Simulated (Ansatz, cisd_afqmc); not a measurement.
System: S, charge 0, triplet.

Total energies in cc-pV(T+d)Z, 6 correlated electrons, 5 frozen orbitals. Radicals and triplets start from unrestricted determinants; spin-orbit coupling is neglected. Cores are frozen in correlated methods. No relativity. The Monte Carlo rows (phaseless AFQMC, CISD trial, step 0.005/hartree) carry one-sigma bars that omit the constraint's bias. Outlying blocks are dropped, and bars are widened where a walk drifts. Over all cases where full CI ran beside it in this data, AFQMC minus full CI had a median of +0.1 mEh and passed +0.4 mEh in a tenth of the cases. Full CI freezes restricted core orbitals and the other rows unrestricted ones, which leaves a small offset even where coupled cluster is exact.

```tsv
method	program	energy (Eh)	error against FCI (mEh)
HF	Ansatz	-397.50938	145.95
MP2	Ansatz	-397.62617	29.15
CCSD	Ansatz	-397.64968	5.64
CCSD(T)	Ansatz	-397.65444	0.88
CCSDT(Q)	Ansatz	-397.65537	-0.04
CCSDTQ	Ansatz	-397.65538	-0.06
AFQMC/CISD	cisd_afqmc	-397.6548 ± 0.0001	0.5 ± 0.1
FCI	Ansatz	-397.65532	0.00
```

Ansatz is a quantum-chemistry and plane-wave program.
